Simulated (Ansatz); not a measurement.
Si₄Ge⁻, relaxed as a doublet with UKS B3LYP-D4/def2-SVPD in Ansatz, starting from the GFN2-xTB geometry. Force threshold 0.02 eV/Å.

Another isomer (doublet) lies 1.71 eV lower at PBE0-D4/def2-TZVPD; other spin states weren't run for this one.

Start:

Cartesian coordinates in Å:
```
Si -3.1728 0.1518 -2.0994
Si -1.4310 -0.0393 -0.9043
Si 0.3937 -0.2166 0.3382
Si 2.0027 -1.0600 1.6902
Ge 2.2074 1.1641 0.9752
```

(1) Estimate the energy that the relaxation releases and the steps that it takes.

(2) Does the start keep its bonding and symmetry?

(3) Predict the relaxed structure.

Answers

(1) 78.6 kJ/mol, in 12 steps; 55 s on 4 threads of Arm Neoverse V2 on a shared host. No frequencies were taken in this run, so the end may be a saddle point.

(2) Bonds formed: Si2–Ge5 (atoms count from 1). Point group Cs at the start, Cs at the end, both within 0.05 Å.

(3) 
Cartesian coordinates in Å:
```
Si -2.664 0.611 -1.946
Si -0.928 0.217 -0.680
Si 0.254 -1.299 0.659
Si 2.193 -0.601 1.639
Ge 1.144 1.072 0.328
```
Bond lengths: 3 × Si–Si 2.18 to 2.34 Å; 3 × Ge–Si 2.37 to 2.55 Å.
